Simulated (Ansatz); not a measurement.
C$_{2}$H$_{8}$BGeN, SMILES `B[CH]([GeH3])C=N` at its PBE0-D4/def2-TZVP geometry, where that method's forces vanish. Charge 0, multiplicity 1.

| atom | x (Å) | y (Å) | z (Å) |
| --- | --- | --- | --- |
| B1 | -0.3858 | 0.5035 | 1.4802 |
| C2 | -0.0539 | 0.5675 | -0.0097 |
| Ge3 | -0.9378 | -1.2406 | -0.2993 |
| C4 | 1.3603 | 0.4646 | -0.4470 |
| N5 | 1.9255 | 1.0884 | -1.3912 |
| H6 | 0.3717 | -0.0382 | 2.2343 |
| H7 | -1.4277 | 0.9256 | 1.8881 |
| H8 | -0.6380 | 1.2594 | -0.6206 |
| H9 | -1.6166 | -1.7261 | 0.9953 |
| H10 | 0.1535 | -2.2330 | -0.7075 |
| H11 | -1.9941 | -1.0503 | -1.3913 |
| H12 | 1.9814 | -0.2176 | 0.1434 |
| H13 | 1.2614 | 1.6969 | -1.8746 |

Task: For each bond, give half the difference of the two atoms' forces along it (eV/Å; positive pushes the atoms apart) under PBE-D4, r2SCAN-D4, B3LYP-D4, ωB97M-V in def2-TZVPP. (Estimate.)

Result: Ansatz gave: 
```csv
bond,length (Å),PBE-D4,r2SCAN-D4,B3LYP-D4,ωB97M-V
B1–C2,1.528,-0.01,0.04,0.05,0.04
B1–H6,1.198,0.06,-0.04,-0.11,-0.10
B1–H7,1.196,0.04,-0.05,-0.12,-0.12
C2–Ge3,2.033,0.09,0.05,0.19,0.00
C2–C4,1.484,-0.18,-0.02,0.10,0.24
C2–H8,1.092,0.13,-0.02,-0.09,-0.12
Ge3–H9,1.540,0.04,-0.06,-0.03,-0.07
Ge3–H10,1.531,0.08,-0.05,-0.05,-0.08
Ge3–H11,1.531,0.08,-0.05,-0.06,-0.10
C4–N5,1.265,0.64,0.28,0.14,0.01
C4–H12,1.095,0.02,-0.06,-0.14,-0.13
N5–H13,1.022,0.22,0.00,-0.04,-0.05
```

B3LYP here is the variant with VWN-RPA as its local correlation; programs differ in this.
